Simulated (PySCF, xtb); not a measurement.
Si(F)(I)2(Me) (CH₃FI₂Si), SMILES C[Si](F)(I)I.

Harmonic wavenumbers (cm⁻¹) from GFN2-xTB in xtb 6.7.1 at its own minimum, in rising order: 73, 99, 126, 153, 171, 184, 333, 468, 763, 822, 835, 868, 1379, 1461, 1463, 3034, 3035, 3045.

### Question
What does B3LYP-D3(BJ)/def2-SVP in PySCF 2.14.0 give at its own minimum? (The exact figures need the calculation; the answer reports its results.)

### Answer
82, 146, 169, 181, 194, 206, 322, 419, 717, 796, 802, 911, 1270, 1420, 1423, 3038, 3139, 3148. Paired by order, the mean absolute difference is 43 cm⁻¹ and the zero-point energies are 26.2 and 26.3 kcal/mol.
